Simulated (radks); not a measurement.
Task: Numerical settings for neutral thallium, [Hg] 6p1. Method: Dirac Kohn-Sham, PBE, spin-unpolarised, spherical densities, finite nucleus; open shells fill j = l - 1/2 first; Fermi nuclear charge, rms radius 5.4759 fm; computed with a radial shooting solver on a logarithmic mesh with Libxc functionals. The defaults (mesh step 0.008 in ln r, mesh end at 40 bohr or more with all orbitals vanishing there, Anderson mixing 0.5 over 9 steps, residual threshold near 1e-9 with the energy settled to 1e-9 hartree or 1e-11 of itself, here a cap of 73 iterations) give E = -20283.566 hartree and 6p1/2 at -2.840 eV in 15 iterations. Run on one thread of a shared host, so times are rough (Intel(R) Xeon(R) 6975P-C): 0.15 s of CPU time, 0.15 s wall, 15 iterations on 2440 mesh points. One setting is changed at a time: mesh step in ln r 0.2; mesh step in ln r 0.08; mesh step in ln r 0.03; mesh end (bohr) 3; mesh end (bohr) 20; residual threshold 1e-13; residual threshold 1e-16; mixing 1.5; linear mixing, mixing 0.8; linear mixing, mixing 1; mixing history 3; iteration cap 8. Which runs fail to converge, and which converge to a wrong energy?

Result: Not converged within the cap: mesh step in ln r 0.2; mesh step in ln r 0.08; residual threshold 1e-16; linear mixing, mixing 0.8; linear mixing, mixing 1; iteration cap 8. Settled on a wrong energy, with an occupied level pushed above zero by the early mesh end: mesh end (bohr) 3 (+2.17 hartree). Apart from these: no run marked as converged misses the energy by more than 1 mhartree.
